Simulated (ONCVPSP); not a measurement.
## magnesium (Mg): excitation energies, all-electron against ONCV

```
Element                 : Mg (Z = 12)
Generator               : ONCVPSP 4.0.1
Type                    : optimised norm-conserving Vanderbilt (ONCV)
Functional              : LDA (Perdew-Wang 92)
Relativity              : scalar-relativistic
Frozen core             : [He]
Valence charge          : 10
Reference configuration : 2s2 2p6 3s1 (charge +1)
Partial waves           : 2s+3s: rc 1.15 bohr, ncon 4, nbas 9, qcut 11.8 1/bohr, 2 projectors; 2p: rc 0.65 bohr, ncon 4, nbas 7, qcut 25.3 1/bohr, 2 projectors, debl 2.1 Ha; d scattering state at 0.15 Ha: rc 1.00 bohr, ncon 4, nbas 7, qcut 11.3 1/bohr, 2 projectors, debl 3.8 Ha
Local potential         : polynomial inside 0.50 bohr (lpopt 5, dvloc0 3 Ha)
Core correction         : Teter function fitted to the true core (icmod 2), fcfact 0.4
```

Energies are relative to the spin-unpolarised reference configuration 2s2 2p6 3s1; without spin polarisation the order of configurations can differ from experiment.

```
valence configuration  charge  ΔE all-electron (eV)  error AE − PS (meV)
        2s2 2p6 3s1.5    +0.5                -4.879                  0.0
      2s2 2p6 3s0 3p2       0                -0.801                 +0.5
```

Task: What are ΔE and the potential's error for 2s2 2p6 3s0?

Result: ΔE = 15.043 eV all-electron; the error (AE − PS) is -0.2 meV.

Task: What are ΔE and the potential's error for 2s2 2p6 3s2?

Result: ΔE = -8.068 eV all-electron; the error (AE − PS) is 0.0 meV.
